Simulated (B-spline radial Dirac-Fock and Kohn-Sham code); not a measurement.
# Ru²⁺: photoemission with 2070 eV photons

System: ruthenium as Ru²⁺, configuration [Kr] 4d6.

The computed values come from a B-spline atomic structure program: independent-particle photoionisation in a Dirac-Hartree-Slater potential with a Latter tail, all multipoles, thresholds from Dirac-Fock ΔSCF. The asymmetry parameter β is from the dipole term alone. Kinetic energies are from the vacuum level. Open shells are spread statistically over j, without multiplet splitting.

The last column is dσ/dΩ = σ/(4π) · [1 + β P₂(cos θ)] at θ = 90° from the polarisation vector of linearly polarised light.

| subshell | electrons | binding (eV) | kinetic (eV) | σ (kb) | β | dσ/dΩ (kb/sr) |
| --- | --- | --- | --- | --- | --- | --- |
| 3s | 2 | 619.5 | 1450.5 | 20.8 | 1.99 | ≈ 0 |
| 3p1/2 | 2 | 517.4 | 1552.6 | 25.2 | 1.60 | 0.397 |
| 3p3/2 | 4 | 494.9 | 1575.1 | ? | ? | ? |
| 3d3/2 | 4 | 314.8 | 1755.2 | 24.9 | 1.18 | 0.808 |
| 3d5/2 | 6 | 310.7 | 1759.3 | 35.8 | 1.16 | 1.20 |
| 4s | 2 | 111.1 | 1958.9 | 3.94 | 2.00 | ≈ 0 |
| 4p1/2 | 2 | 78.43 | 1991.6 | 3.87 | 1.63 | 0.0576 |
| 4p3/2 | 4 | 75.02 | 1995.0 | 7.36 | 1.66 | 0.0998 |
| 4d3/2 | 2.4 | 29.12 | 2040.9 | 1.34 | 1.18 | 0.0435 |
| 4d5/2 | 3.6 | 28.75 | 2041.3 | 1.92 | 1.15 | 0.0647 |

Q: What are σ and β for 3p3/2?

A: σ = 48.5 kb, the largest of all subshells and 28 % of the total, and β = 1.64, which gives dσ/dΩ = 0.703 kb/sr.

Run: 3.3 s of CPU time on 1 thread of Neoverse-V2 (shared host), peak memory 0.36 GiB.
